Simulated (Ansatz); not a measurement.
CH₅BOSi (`O=CB[SiH3]`), relaxed with RKS PBE0-D4/def2-TZVP in Ansatz 0.2.0 from a PBE-D4/def2-SVP geometry. The force threshold is 0.005 eV/Å; the program also tests the step.

The species carries charge 0 and has multiplicity 1.

Start:

```xyz
9

O     0.097    1.530   -1.436
C    -0.263    1.702   -0.258
B     0.577    0.510    0.212
Si   -0.155   -1.372    0.206
H    -0.958    2.526    0.050
H     1.737    0.737    0.509
H    -0.295   -1.823    1.643
H    -1.513   -1.470   -0.443
H     0.772   -2.340   -0.484
```

How much energy does the relaxation release, and in how many steps? (Best estimate.)

Computed: 0.04 eV, in 13 steps, 3 of them rejected.

Which bonds change most? (Best estimate.)

Ansatz gave: B3–H6 from 1.218 to 1.195 Å; O1–C2 from 1.244 to 1.223 Å; Si4–H8 from 1.508 to 1.488 Å; Si4–H9 from 1.507 to 1.487 Å.

Give the relaxed structure. (Best estimate.)

Computed: 
```xyz
9

O     0.065    1.576   -1.474
C    -0.245    1.682   -0.296
B     0.573    0.498    0.235
Si   -0.158   -1.373    0.210
H    -0.922    2.475    0.063
H     1.707    0.728    0.537
H    -0.286   -1.813    1.630
H    -1.499   -1.458   -0.427
H     0.764   -2.315   -0.479
```
